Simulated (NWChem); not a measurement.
System: C$_{3}$H$_{5}$Br; SMILES C=C(C)Br

Output (shortened):

```
             Northwest Computational Chemistry Package (NWChem) 7.3.0
             --------------------------------------------------------

                             Geometry "geometry" -> ""
                             -------------------------

 Output coordinates in angstroms (scale by  1.889725989 to convert to a.u.)

  No.       Tag          Charge          X              Y              Z
 ---- ---------------- ---------- -------------- -------------- --------------
    1 C                    6.0000     1.30989200    -1.52855900     0.00000000
    2 C                    6.0000     0.11300300    -0.94380900     0.00000000
    3 C                    6.0000    -1.21109300    -1.62817600     0.00000000
    4 Br                  35.0000     0.00040700     0.95674000     0.00000000
    5 H                    1.0000     2.23904900    -0.95689400     0.00000000
    6 H                    1.0000     1.37359800    -2.62047000     0.00000000
    7 H                    1.0000    -1.80003900    -1.34343300     0.88592200
    8 H                    1.0000    -1.07662700    -2.71962000     0.00000000
    9 H                    1.0000    -1.80003900    -1.34343300    -0.88592200

 Effective nuclear repulsion energy (a.u.)     228.7834393850

                              NWChem Property Module
                              ----------------------

  itol2e modified to match energy
  convergence criterion.

                                 NWChem DFT Module
                                 -----------------

 Summary of "ao basis" -> "ao basis" (spherical)
 ------------------------------------------------------------------------------
       Tag                 Description            Shells   Functions and Types
 ---------------- ------------------------------  ------  ---------------------
 C                           6-31g*                  6       14   3s2p1d
 Br                          6-31g*                 12       32   5s4p3d
 H                           6-31g*                  2        2   2s

  itol2e modified to match energy
  convergence criterion.

            General Information
            -------------------
          SCF calculation type: DFT
          Wavefunction type:  closed shell.
          No. of atoms     :     9
          No. of electrons :    58
           Alpha electrons :    29
            Beta electrons :    29
          Charge           :     0
          Spin multiplicity:     1
          Use of symmetry is: off; symmetry adaption is: off
          Maximum number of iterations: 150
          AO basis - number of functions:    84
                     number of shells:    40
          Convergence on energy requested:  1.00D-07
          Convergence on density requested:  1.00D-05
          Convergence on gradient requested:  5.00D-04

              XC Information
              --------------
                         B3LYP Method XC Potential
                     Hartree-Fock (Exact) Exchange  0.200
                        Slater Exchange Functional  0.800 local
                    Becke 1988 Exchange Functional  0.720 non-local
              Lee-Yang-Parr Correlation Functional  0.810
                  VWN I RPA Correlation Functional  0.190 local

             Grid Information
             ----------------
          Grid used for XC integration:  fine
          Radial quadrature: Mura-Knowles
          Angular quadrature: Lebedev.
          Tag              B.-S. Rad. Rad. Pts. Rad. Cut. Ang. Pts.
          ---              ---------- --------- --------- ---------
          C                   0.70       70          10.0       590
          Br                  1.15      140          10.0       974
          H                   0.35       60          11.0       590
          Grid pruning is: on
          Number of quadrature shells:   650
          Spatial weights used:  Erf1

      Superposition of Atomic Density Guess
      -------------------------------------

 Sum of atomic energies:       -2687.55920367

      Non-variational initial energy
      ------------------------------

 Total energy =   -2689.614787
 1-e energy   =   -4190.391457
 2-e energy   =    1271.993231
 HOMO         =      -0.272196
 LUMO         =       0.043682

   convergence    iter        energy       DeltaE   RMS-Dens  Diis-err
 ---------------- ----- ----------------- --------- --------- ---------
 d= 0,ls=0.0,diis     1  -2691.1224371629 -2.92D+03  1.01D-02  4.85D-01
 d= 0,ls=0.0,diis     2  -2691.0974201839  2.50D-02  7.86D-03  6.83D-01
 d= 0,ls=0.0,diis     3  -2691.1705407693 -7.31D-02  2.40D-03  7.52D-02
 d= 0,ls=0.0,diis     4  -2691.1797400434 -9.20D-03  8.22D-04  6.37D-03
 d= 0,ls=0.0,diis     5  -2691.1805139048 -7.74D-04  2.05D-04  3.38D-04
  Resetting Diis
 d= 0,ls=0.0,diis     6  -2691.1805623006 -4.84D-05  1.80D-05  3.81D-06
 d= 0,ls=0.0,diis     7  -2691.1805626777 -3.77D-07  7.34D-06  2.06D-07
 d= 0,ls=0.0,diis     8  -2691.1805626739  3.78D-09  4.41D-06  2.13D-07

         Total DFT energy =    -2691.180562673883
      One electron energy =    -4193.645532645191
           Coulomb energy =     1383.144723578097
    Exchange-Corr. energy =     -109.463192991821
 Nuclear repulsion energy =      228.783439385031

 Numeric. integr. density =       57.999999605436

                       DFT Final Molecular Orbital Analysis
                       ------------------------------------

 Vector   27  Occ=2.000000D+00  E=-3.215551D-01
              MO Center= -2.4D-02, -3.4D-02, -1.7D-10, r^2= 3.0D+00
   Bfn.  Coefficient  Atom+Function         Bfn.  Coefficient  Atom+Function
  ----- ------------  ---------------      ----- ------------  ---------------
    55      0.574176  4 Br pz                51     -0.260217  4 Br pz
    19      0.249721  2 C  pz                59      0.241344  4 Br pz
     5      0.188814  1 C  pz                23      0.169939  2 C  pz
    33     -0.166781  3 C  pz                 9      0.118053  1 C  pz
    79     -0.104612  7 H  s                 83      0.104612  9 H  s

 Vector   28  Occ=2.000000D+00  E=-2.853120D-01
              MO Center= -8.6D-03,  8.0D-01,  4.7D-11, r^2= 1.9D+00
   Bfn.  Coefficient  Atom+Function         Bfn.  Coefficient  Atom+Function
  ----- ------------  ---------------      ----- ------------  ---------------
    53      0.767753  4 Br px                49     -0.344307  4 Br px
    57      0.345399  4 Br px                 6     -0.104345  1 C  s
    34      0.103355  3 C  s                 45      0.103223  4 Br px
    32      0.093919  3 C  py                17     -0.087030  2 C  px
    82     -0.079639  8 H  s                  4     -0.076395  1 C  py

 Vector   29  Occ=2.000000D+00  E=-2.491523D-01
              MO Center=  4.5D-01, -4.3D-01,  2.3D-10, r^2= 3.1D+00
   Bfn.  Coefficient  Atom+Function         Bfn.  Coefficient  Atom+Function
  ----- ------------  ---------------      ----- ------------  ---------------
    55      0.512711  4 Br pz                 5     -0.359149  1 C  pz
    19     -0.289074  2 C  pz                 9     -0.280480  1 C  pz
    59      0.247162  4 Br pz                51     -0.227062  4 Br pz
    23     -0.179327  2 C  pz                80      0.099387  7 H  s
    84     -0.099387  9 H  s                 47      0.067984  4 Br pz

 Vector   30  Occ=0.000000D+00  E= 3.591514D-03
              MO Center=  5.8D-01, -1.2D+00, -9.3D-10, r^2= 2.5D+00
   Bfn.  Coefficient  Atom+Function         Bfn.  Coefficient  Atom+Function
  ----- ------------  ---------------      ----- ------------  ---------------
     9      0.605503  1 C  pz                23     -0.595062  2 C  pz
    19     -0.452224  2 C  pz                 5      0.405162  1 C  pz
    80      0.230214  7 H  s                 84     -0.230214  9 H  s
    59      0.162455  4 Br pz                55      0.123604  4 Br pz
    79      0.084045  7 H  s                 83     -0.084045  9 H  s

 Vector   31  Occ=0.000000D+00  E= 7.080239D-03
              MO Center=  9.5D-02,  2.4D-01,  1.0D-09, r^2= 3.5D+00
   Bfn.  Coefficient  Atom+Function         Bfn.  Coefficient  Atom+Function
  ----- ------------  ---------------      ----- ------------  ---------------
    20      0.923605  2 C  s                 58      0.803161  4 Br py
    22      0.521349  2 C  py                54      0.466214  4 Br py
    56     -0.427359  4 Br s                 18      0.421837  2 C  py
    78      0.303391  6 H  s                 76     -0.271014  5 H  s
    52      0.265849  4 Br s                 82      0.221300  8 H  s

[...]

          -----------------------------------------
          Chemical Shielding Tensors (GIAO, in ppm)
          -----------------------------------------

                                NWChem CPHF Module
                                ------------------

  scftype          =     RHF
  nclosed          =       29
  nopen            =        0
  variables        =     1595
  # of vectors     =        3
  tolerance        = 0.10D-03
  level shift      = 0.00D+00
  max iterations   =       50
  max subspace     =       30

 SCF residual:    1.8182891823621374E-004

Iterative solution of linear equations
  No. of variables     1595
  No. of equations        3
  Maximum subspace       30
        Iterations       50
       Convergence  1.0D-04

   iter   nsub   residual    time
   ----  ------  --------  ---------
     1      3    4.82D-01      31.4
     2      6    2.57D-02      34.3
     3      9    1.35D-03      37.6
     4     12    8.47D-05      41.0

      Atom:    1  C
        Diamagnetic
    267.2585     -3.9618     -0.0000
     -3.9618    265.7613     -0.0000
     -0.0000     -0.0000    245.9828

        Paramagnetic
   -186.6755    -43.6285     -0.0000
    -43.6285   -259.6376      0.0000
     -0.0000      0.0000   -103.1149

        Total Shielding Tensor
     80.5830    -47.5903     -0.0000
    -47.5903      6.1236      0.0000
     -0.0000      0.0000    142.8679

           isotropic =      76.5248
          anisotropy =      99.5146

          Principal Components and Axis System
                 1           2           3
              142.8679    103.7758    -17.0692

      1        -0.0000      0.8989      0.4381
      2         0.0000     -0.4381      0.8989
      3         1.0000      0.0000     -0.0000

      Atom:    2  C
        Diamagnetic
    260.1629      0.3166     -0.0000
      0.3166    265.1121     -0.0000
     -0.0000     -0.0000    230.7189

        Paramagnetic
   -200.7326    -37.1292     -0.0000
    -37.1292   -286.9615     -0.0000
     -0.0000     -0.0000   -113.1759

        Total Shielding Tensor
     59.4303    -36.8126     -0.0000
    -36.8126    -21.8494     -0.0000
     -0.0000     -0.0000    117.5430

           isotropic =      51.7080
          anisotropy =      98.7525

          Principal Components and Axis System
                 1           2           3
              117.5430     73.6244    -36.0435

      1        -0.0000      0.9330      0.3598
      2         0.0000     -0.3598      0.9330
      3         1.0000      0.0000      0.0000

      Atom:    3  C
        Diamagnetic
    256.5012      5.6733      0.0000
      5.6733    253.3954      0.0000
      0.0000      0.0000    246.1460

        Paramagnetic
    -84.5486     13.9517      0.0000
     13.9517    -82.2333     -0.0000
      0.0000     -0.0000   -105.9841

        Total Shielding Tensor
    171.9526     19.6251      0.0000
     19.6251    171.1621     -0.0000
      0.0000     -0.0000    140.1618

           isotropic =     161.0922
          anisotropy =      45.1413

          Principal Components and Axis System
                 1           2           3
              191.1864    151.9283    140.1618

      1         0.7142     -0.7000     -0.0000
      2         0.7000      0.7142      0.0000
      3         0.0000     -0.0000      1.0000

      Atom:    4  Br
        Diamagnetic
   3115.8150     -0.7723     -0.0000
     -0.7723   3130.4151     -0.0000
     -0.0000     -0.0000   3115.3185

        Paramagnetic
  -1441.4861    -17.2308      0.0000
    -17.2308   -200.7062     -0.0000
      0.0000     -0.0000  -1430.7504

        Total Shielding Tensor
   1674.3289    -18.0031      0.0000
    -18.0031   2929.7090     -0.0000
      0.0000     -0.0000   1684.5680

           isotropic =    2096.2020
          anisotropy =    1250.6477

          Principal Components and Axis System
                 1           2           3
             2929.9671   1684.5680   1674.0708

      1        -0.0143      0.0000      0.9999
      2         0.9999      0.0000      0.0143
      3        -0.0000      1.0000     -0.0000

      Atom:    5  H
        Diamagnetic
     39.6254      3.7770     -0.0000
      3.7770     29.5030     -0.0000
     -0.0000     -0.0000     21.5865

        Paramagnetic
     -8.8850     -7.4601      0.0000
     -7.4601     -3.8708     -0.0000
      0.0000     -0.0000      2.8195

        Total Shielding Tensor
     30.7404     -3.6831      0.0000
     -3.6831     25.6322     -0.0000
      0.0000     -0.0000     24.4060

           isotropic =      26.9262
          anisotropy =       8.6132

          Principal Components and Axis System
                 1           2           3
               32.6683     24.4060     23.7042

      1         0.8860     -0.0000      0.4638
      2        -0.4638     -0.0000      0.8860
      3         0.0000      1.0000      0.0000

      Atom:    6  H
        Diamagnetic
     27.5334     -3.4672     -0.0000
     -3.4672     41.8742     -0.0000
     -0.0000     -0.0000     22.5575

        Paramagnetic
      0.9797     -0.0222      0.0000
     -0.0222    -15.3891      0.0000
      0.0000      0.0000      2.8967

        Total Shielding Tensor
     28.5131     -3.4894     -0.0000
     -3.4894     26.4850      0.0000
     -0.0000      0.0000     25.4543

           isotropic =      26.8175
          anisotropy =       6.4730

          Principal Components and Axis System
                 1           2           3
               31.1328     25.4543     23.8653

      1         0.7997      0.0000      0.6004
      2        -0.6004      0.0000      0.7997
      3        -0.0000      1.0000     -0.0000

      Atom:    7  H
        Diamagnetic
     31.5378      1.0003     -8.0276
      1.0003     25.7470      1.3856
     -8.0276      1.3856     31.1154

        Paramagnetic
     -0.2869      0.7338      4.2413
      0.7338      3.3818     -1.4110
      4.2413     -1.4110     -1.5319

        Total Shielding Tensor
     31.2509      1.7341     -3.7863
      1.7341     29.1288     -0.0254
     -3.7863     -0.0254     29.5836

           isotropic =      29.9878
          anisotropy =       6.9818

          Principal Components and Axis System
                 1           2           3
               34.6423     29.1914     26.1296

      1         0.7753      0.0389      0.6304
      2         0.2465      0.9003     -0.3587
      3        -0.5815      0.4335      0.6884

      Atom:    8  H
        Diamagnetic
     27.1735      1.8288     -0.0000
      1.8288     40.6792      0.0000
     -0.0000      0.0000     22.5562

        Paramagnetic
      2.0161     -0.2177     -0.0000
     -0.2177     -5.3892     -0.0000
     -0.0000     -0.0000      3.5409

        Total Shielding Tensor
     29.1896      1.6112     -0.0000
      1.6112     35.2900     -0.0000
     -0.0000     -0.0000     26.0971

           isotropic =      30.1922
          anisotropy =       8.2457

          Principal Components and Axis System
                 1           2           3
               35.6894     28.7902     26.0971

      1         0.2406      0.9706      0.0000
      2         0.9706     -0.2406      0.0000
      3        -0.0000     -0.0000      1.0000
```

Level: B3LYP/6-31G* (spherical d), GIAO. All runs use the structure optimised with PBE0/def2-SVP. NWChem prints the field gradient with the sign opposite to the second derivative of the potential. The printed shielding anisotropy is the first printed principal value minus the mean of the other two.

Task: Reconstruct the input file.

Result: This is not unique; one that fits is the input that was run:
```
start job
memory heap 200 mb stack 900 mb global 1100 mb
geometry units angstroms noautosym nocenter noautoz
  C      1.309892    -1.528559     0.000000
  C      0.113003    -0.943809     0.000000
  C     -1.211093    -1.628176     0.000000
  Br     0.000407     0.956740     0.000000
  H      2.239049    -0.956894     0.000000
  H      1.373598    -2.620470     0.000000
  H     -1.800039    -1.343433     0.885922
  H     -1.076627    -2.719620     0.000000
  H     -1.800039    -1.343433    -0.885922
end
basis spherical
  * library 6-31g*
end
dft
  xc b3lyp
  iterations 150
end
property
  shielding 8 1 2 3 4 5 6 7 8
  efieldgrad
end
task dft property
```
